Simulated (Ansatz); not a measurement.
A run on tetramethylsilane, C$_{4}$H$_{12}$Si with other settings.

```yaml
crystal:
  periodic: [false, false, false]
  atoms:
    - {symbol: C, position_ang: [-0.369273, 0.858679, -1.626323]}
    - {symbol: Si, position_ang: [-0.000040, 0.000029, 0.000050]}
    - {symbol: C, position_ang: [1.621837, 0.640626, 0.691328]}
    - {symbol: C, position_ang: [0.128816, -1.849546, -0.284834]}
    - {symbol: C, position_ang: [-1.381403, 0.350262, 1.219857]}
    - {symbol: H, position_ang: [-0.449460, 1.940924, -1.492247]}
    - {symbol: H, position_ang: [-1.311552, 0.505574, -2.054228]}
    - {symbol: H, position_ang: [0.420025, 0.671706, -2.359620]}
    - {symbol: H, position_ang: [1.865712, 0.155307, 1.640362]}
    - {symbol: H, position_ang: [1.576454, 1.718338, 0.870616]}
    - {symbol: H, position_ang: [2.447584, 0.452765, -0.000425]}
    - {symbol: H, position_ang: [0.343317, -2.378707, 0.647710]}
    - {symbol: H, position_ang: [0.928173, -2.085281, -0.992744]}
    - {symbol: H, position_ang: [-0.803642, -2.252678, -0.689403]}
    - {symbol: H, position_ang: [-2.341808, -0.012858, 0.843782]}
    - {symbol: H, position_ang: [-1.193700, -0.138248, 2.179960]}
    - {symbol: H, position_ang: [-1.481041, 1.423128, 1.406158]}
basis:
  gaussian: {orbitals: cc-pVTZ}
hamiltonian: {xc: {name: PBE-QIDH}}
output: {forces: true}
```

```sh
$ ansatz run in.yaml --threads 2 --pin off --events-out ev --progress --plain --max-ram 32768MiB --backend cuda --devices 0, --max-vram 18GiB
```

Output, abridged:

```
Functional definition: PBE-QIDH
1768 factors; integrals over basis functions are off by at most 1.2e-3 eV
mean field evaluation 1: about -12197.7202 eV, gradient 5.5e1 eV
mean field evaluation 2: about -12197.8684 eV, gradient 5.5e1 eV
mean field evaluation 4: about -12204.6589 eV, gradient 2.2e0 eV
mean field evaluation 8: about -12204.6860 eV, gradient 1.1e-1 eV
mean field evaluation 16: about -12204.6860 eV, gradient 1.5e-5 eV
mean field -12204.68600845 eV, -448.5139381774 hartree, gradient 6.3e-6 eV, S^2 0.000000; 0 other end points of the search recorded, 0 dependent functions left out
9 core orbitals not correlated: weight in the atoms' cores, before any rotation towards them, 1.000 or more for the frozen orbitals, at most 0.000 for the correlated occupied ones
reference -12204.68602198 eV, -448.5139386743 hartree; 16, 16 occupied and 297, 297 virtual orbitals, 1768 factors
second order -25.98105891 eV of doubles, -0.00000000 eV of singles
Total energy: -12213.34637495 eV, -448.8322007758 hartree
Atom 0 at    -0.369273     0.858679    -1.626323 Å, force    -0.035713     0.083058    -0.156759 eV/Å
Atom 1 at    -0.000040     0.000029     0.000050 Å, force     0.000200    -0.000124    -0.000256 eV/Å
Atom 2 at     1.621837     0.640626     0.691328 Å, force     0.156418     0.061788     0.066670 eV/Å
Atom 3 at     0.128816    -1.849546    -0.284834 Å, force     0.012329    -0.178498    -0.027368 eV/Å
Atom 4 at    -1.381403     0.350262     1.219857 Å, force    -0.133092     0.033668     0.117511 eV/Å
Atom 5 at    -0.449460     1.940924    -1.492247 Å, force     0.012787    -0.172477    -0.020954 eV/Å
Atom 6 at    -1.311552     0.505574    -2.054228 Å, force     0.150239     0.056034     0.068647 eV/Å
Atom 7 at     0.420025     0.671706    -2.359620 Å, force    -0.125598     0.029625     0.117360 eV/Å
Atom 8 at     1.865712     0.155307     1.640362 Å, force    -0.039436     0.077329    -0.151283 eV/Å
Atom 9 at     1.576454     1.718338     0.870616 Å, force     0.006894    -0.171750    -0.028938 eV/Å
Atom 10 at     2.447584     0.452765    -0.000425 Å, force    -0.131990     0.029559     0.110095 eV/Å
Atom 11 at     0.343317    -2.378707     0.647710 Å, force    -0.034163     0.084611    -0.148398 eV/Å
Atom 12 at     0.928173    -2.085281    -0.992744 Å, force    -0.127450     0.038178     0.112898 eV/Å
Atom 13 at    -0.803642    -2.252678    -0.689403 Å, force     0.148447     0.064679     0.064615 eV/Å
Atom 14 at    -2.341808    -0.012858     0.843782 Å, force     0.153331     0.057699     0.059552 eV/Å
Atom 15 at    -1.193700    -0.138248     2.179960 Å, force    -0.029475     0.077694    -0.153326 eV/Å
Atom 16 at    -1.481041     1.423128     1.406158 Å, force     0.016273    -0.171073    -0.030066 eV/Å
Dipole moment:    -0.000023     0.000015     0.000029 e Å
```

Hardware: 2 threads of an AMD EPYC 7R13 on a shared host and a share of an NVIDIA H100 80 GB. Wall time 21 s, peak host memory 1.6 GiB.
